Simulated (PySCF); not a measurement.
Fill in the blanks.

(Cl2Al-mu-F)2.
Geometry (PBE0-D3(BJ)/def2-SVP, Å), atoms numbered from 1 in this order:
```xyz
8
Al2Cl4F2 angstrom
Al    -0.7378    1.1656   -0.0577
Cl    -2.7871    0.9864    0.2046
Cl     0.2842    2.9400   -0.3798
F     -0.1182   -0.1431   -1.1680
Al     0.7743   -1.1859    0.0360
Cl     2.8255   -1.0235   -0.2258
Cl    -0.2604   -2.9518    0.3618
F      0.1576    0.1266    1.1453
```

| property | level | value |
| --- | --- | --- |
| point group | PBE0-D3(BJ)/def2-SVP | ? |
| rotational constants A, B, C | PBE0-D3(BJ)/def2-SVP | 0.958, 0.544, 0.374 GHz |
| dipole moment | wB97X-D/def2-SVPD | 0.00 D by symmetry (numerical residue 0.02 D) |
| HOMO energy | wB97X-D/def2-SVPD | -11.62 eV |
| LUMO energy | wB97X-D/def2-SVPD | ? |
| lowest singlet excitation | TDDFT wB97X-D/def2-SVPD | 7.74 eV (160 nm, f = 0.000) |
| strongest line among the 15 lowest singlet transitions | TDDFT wB97X-D/def2-SVPD | S8 at 8.35 eV (148 nm, f = 0.225) |
| lowest triplet excitation (Tamm–Dancoff) | TDA wB97X-D/def2-SVPD | ? |
| static isotropic polarisability | wB97X-D/def2-SVPD | ? |
| vertical ionisation energy | ΔSCF wB97X-D/def2-SVPD | ? |
| electronic spatial extent ⟨r²⟩ about the centre of nuclear charge | wB97X-D/def2-SVPD | ? |
| isotropic shieldings of nuclei other than C and H, by class | GIAO B3LYP/pcSseg-1 (pcSseg-2 on Al) | ? |
| core binding energies | ΔSCF SCAN, pcX-2 on the ionised atom, pcseg-1 elsewhere, spin-free X2C, 2p3/2 from a spin–orbit splitting computed afterwards within the 2p shell | Cl2p3/2 206.7 (Cl2/Cl3/Cl6/Cl7), F1s 694.7 (F4/F8), Al1s 1570.3 (Al1/Al5), Cl1s 2829.2 (Cl2/Cl3/Cl6/Cl7) eV |

Electronic properties: PySCF, gas phase, density fitting.

(1) Give the electronic spatial extent ⟨r²⟩ about the centre of nuclear charge.

(2) The isotropic shieldings of nuclei other than C and H, by class?

(3) Give the point group.

(4) Give the LUMO energy.

(5) The static isotropic polarisability?

(6) What is the vertical ionisation energy?

(7) What is the lowest triplet excitation (Tamm–Dancoff)?

## Answers

(1) 2630 bohr².

(2) 313 (F4/F8), 463 (Al1/Al5), 975 (Cl2/Cl3/Cl6/Cl7) ppm.

(3) D2h.

(4) 0.34 eV.

(5) 92.0 au.

(6) 11.97 eV.

(7) 7.45 eV.

The largest Löwdin shares of the HOMO are 0.25 on Cl2, 0.24 on Cl3, 0.24 on Cl7 and 0.23 on Cl6. The ΔSCF ionisation energy exceeds −ε(HOMO) by 0.35 eV with wB97X-D. The rotational constants make it an asymmetric top with κ = (2B − A − C)/(A − C) = -0.42, nearer the prolate limit (−1).

One conformer stands for the species.
